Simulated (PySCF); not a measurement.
AlClH4O2SSi, SMILES [OH][Al]([OH])[S][SiH2]Cl. Atoms are numbered in the order given.

```xyz
10

Si     1.8261    -0.3573     0.2981
Cl     0.8403     0.1513    -1.5736
S      0.3180    -0.1070     1.7392
Al    -1.1434     0.1280     0.0182
O     -1.9321     1.6343    -0.2290
O     -1.9435    -1.3266    -0.4159
H      2.3189    -1.7537     0.0755
H      2.9755     0.6000     0.3885
H     -1.6185     2.4596     0.1706
H     -2.7451    -1.2877    -0.9612
```
Charge 0, spin multiplicity 1.

Geometry optimised at PBE-D3(BJ)/def2-SVP. The structure was generated by enumeration; whether it is a known compound was not checked. Other conformers were not sampled.

Computed with PySCF with PBE-D3(BJ)/def2-SVP.

Frequencies are harmonic and unscaled.

```json
[
 {"mode": "1", "ν (cm⁻¹)": "42", "IR (km/mol)": "1.5", "moving atoms (share of kinetic energy)": "Si 37 %, H 18 %, S 16 %, O 15 %, Cl 14 %"},
 {"mode": "2", "ν (cm⁻¹)": "99", "IR (km/mol)": "6.6", "moving atoms (share of kinetic energy)": "O 62 %, Cl 17 %, H 11 %, S 9 %"},
 {"mode": "3", "ν (cm⁻¹)": "143", "IR (km/mol)": "2.0", "moving atoms (share of kinetic energy)": "O 40 %, Cl 37 %, Al 11 %"},
 {"mode": "4", "ν (cm⁻¹)": "174", "IR (km/mol)": "9.4", "moving atoms (share of kinetic energy)": "O 43 %, Al 23 %, S 15 %, H 12 %"},
 {"mode": "5", "ν (cm⁻¹)": "180", "IR (km/mol)": "13.8", "moving atoms (share of kinetic energy)": "O 29 %, Cl 27 %, H 15 %, Si 13 %, Al 8 %"},
 {"mode": "6", "ν (cm⁻¹)": "204", "IR (km/mol)": "3.4", "moving atoms (share of kinetic energy)": "Al 33 %, O 28 %, H 25 %, S 10 %"},
 {"mode": "7", "ν (cm⁻¹)": "224", "IR (km/mol)": "147.2", "moving atoms (share of kinetic energy)": "H 67 %, O 19 %, Al 10 %"},
 {"mode": "8", "ν (cm⁻¹)": "254", "IR (km/mol)": "20.6", "moving atoms (share of kinetic energy)": "H 28 %, Cl 18 %, S 15 %, Al 15 %, Si 12 %, O 11 %"},
 {"mode": "9", "ν (cm⁻¹)": "270", "IR (km/mol)": "64.2", "moving atoms (share of kinetic energy)": "H 61 %, O 21 %, Al 13 %"},
 {"mode": "10", "ν (cm⁻¹)": "394", "IR (km/mol)": "24.7", "moving atoms (share of kinetic energy)": "S 44 %, Al 26 %, O 14 %"},
 {"mode": "11", "ν (cm⁻¹)": "453", "IR (km/mol)": "66.1", "moving atoms (share of kinetic energy)": "Si 44 %, Cl 37 %"},
 {"mode": "12", "ν (cm⁻¹)": "554", "IR (km/mol)": "104.3", "moving atoms (share of kinetic energy)": "S 37 %, Si 37 %, H 23 %"},
 {"mode": "13", "ν (cm⁻¹)": "557", "IR (km/mol)": "28.4", "moving atoms (share of kinetic energy)": "H 73 %, Si 18 %"},
 {"mode": "14", "ν (cm⁻¹)": "585", "IR (km/mol)": "143.2", "moving atoms (share of kinetic energy)": "H 74 %, O 14 %"},
 {"mode": "15", "ν (cm⁻¹)": "609", "IR (km/mol)": "9.8", "moving atoms (share of kinetic energy)": "H 97 %"},
 {"mode": "16", "ν (cm⁻¹)": "617", "IR (km/mol)": "153.6", "moving atoms (share of kinetic energy)": "H 70 %, O 29 %"},
 {"mode": "17", "ν (cm⁻¹)": "775", "IR (km/mol)": "117.4", "moving atoms (share of kinetic energy)": "O 50 %, Al 28 %, H 22 %"},
 {"mode": "18", "ν (cm⁻¹)": "806", "IR (km/mol)": "179.9", "moving atoms (share of kinetic energy)": "H 82 %"},
 {"mode": "19", "ν (cm⁻¹)": "914", "IR (km/mol)": "85.0", "moving atoms (share of kinetic energy)": "Al 49 %, O 43 %, H 8 %"},
 {"mode": "20", "ν (cm⁻¹)": "934", "IR (km/mol)": "130.8", "moving atoms (share of kinetic energy)": "H 94 %"},
 {"mode": "21", "ν (cm⁻¹)": "2186", "IR (km/mol)": "87.1", "moving atoms (share of kinetic energy)": "H 98 %"},
 {"mode": "22", "ν (cm⁻¹)": "2199", "IR (km/mol)": "83.9", "moving atoms (share of kinetic energy)": "H 95 %"},
 {"mode": "23", "ν (cm⁻¹)": "3807", "IR (km/mol)": "75.8", "moving atoms (share of kinetic energy)": "H 94 %"},
 {"mode": "24", "ν (cm⁻¹)": "3824", "IR (km/mol)": "74.1", "moving atoms (share of kinetic energy)": "H 94 %"}
]
```
